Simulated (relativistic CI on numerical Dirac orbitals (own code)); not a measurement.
**Ligand-field terms of d7**

Computed with a parametric ligand-field model of a d^n configuration (Racah B and C, spin-orbit zeta, crystal field), exact diagonalisation.

Field parameters in Wybourne normalisation: Td as Oh with Dq negative (B⁴₀ = 21Dq, B⁴₄ = √(5/14) B⁴₀). The field is a parameter set, without covalency.

B = 1060 cm⁻¹, C = 3810 cm⁻¹ (C/B = 3.59), Td, no spin-orbit coupling. Tanabe-Sugano data, E/B above the lowest term (Δ = |10Dq|; b, c mark the second and third term of a kind):

| Δ/B | 4A2 | 4T2 | 4T1 | 2E | 2T1 | 2T2 |
| --- | --- | --- | --- | --- | --- | --- |
| 1.0 | 0.00 | 1.00 | 1.79 | 15.67 | 15.75 | 16.13 |
| 2.8 | 0.00 | 2.80 | 4.95 | 16.45 | 16.89 | 18.34 |
| 4.6 | 0.00 | 4.60 | 8.02 | 16.83 | 17.54 | 20.29 |
| 6.4 | 0.00 | 6.40 | 10.95 | 17.08 | 17.92 | 21.88 |
| 8.2 | 0.00 | 8.20 | 13.78 | 17.26 | 18.19 | 23.07 |
| 10.0 | 0.00 | 10.00 | 16.48 | 17.41 | 18.38 | 23.95 |
| 11.8 | 0.00 | 11.80 | 19.04 | 17.54 | 18.52 | 24.65 |
| 13.6 | 0.00 | 13.60 | 21.48 | 17.64 | 18.64 | 25.23 |
| 15.4 | 0.00 | 15.40 | 23.80 | 17.74 | 18.73 | 25.74 |
| 17.2 | 0.00 | 17.20 | 26.03 | 17.82 | 18.81 | 26.19 |
| 19.0 | 0.00 | 19.00 | 28.19 | 17.90 | 18.88 | 26.59 |
| 20.8 | 0.00 | 20.80 | 30.29 | 17.97 | 18.94 | 26.95 |

The ground term stays 4A2.
